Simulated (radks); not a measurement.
The sulfur anion S-, [Ne] 3s2 3p5, held by a Watson sphere: a shell of charge +1 at radius R that stands for the Madelung well of a crystal (potential energy -1/R inside, -1/r outside, in hartree with lengths in bohr). All-electron calculation, scalar-relativistic Kohn-Sham, PBE, spin-polarised, spherical densities, finite nucleus; open shells are filled with parallel spins first; Fermi nuclear charge, rms radius of each element as measured or else 0.836 A^(1/3) + 0.57 fm. Program: a radial shooting solver on a logarithmic mesh with Libxc functionals. Response by self-consistent Sternheimer equations with the Hartree and adiabatic LDA kernel, the relativistic mass of each level held fixed and spin-orbit coupling left out. The sphere does not respond.

| R (bohr) | e(3s down) (eV) | e(3p up) (eV) | e(3p down) (eV) | <r> 3p (bohr) | sum of <r^2> (bohr^2) | X-ray form factor at sin(theta)/lambda = 0.3 1/angstrom | alpha (bohr^3) |
|---|---|---|---|---|---|---|---|
| 2.21 | -17.061 | -7.853 | -7.096 | 2.118 | 35.32 | 9.014 | 24.19 |
| 3.08 | -15.706 | -6.710 | -5.992 | 2.233 | 38.73 | 9.003 | 32.54 |
| 3.82 | -14.767 | -5.808 | -5.106 | 2.301 | 40.82 | 9.011 | 40.59 |
| 4.03 | -14.534 | -5.577 | -4.878 | 2.317 | 41.30 | 9.013 | 42.90 |
| 4.04 | -14.523 | -5.566 | -4.867 | 2.317 | 41.32 | 9.013 | 43.01 |
| 4.07 | -14.491 | -5.535 | -4.836 | 2.319 | 41.39 | 9.013 | 43.35 |
| 4.45 | -14.107 | -5.151 | -4.455 | 2.343 | 42.13 | 9.015 | 47.50 |
| 4.59 | -13.976 | -5.019 | -4.324 | 2.351 | 42.37 | 9.016 | 49.01 |
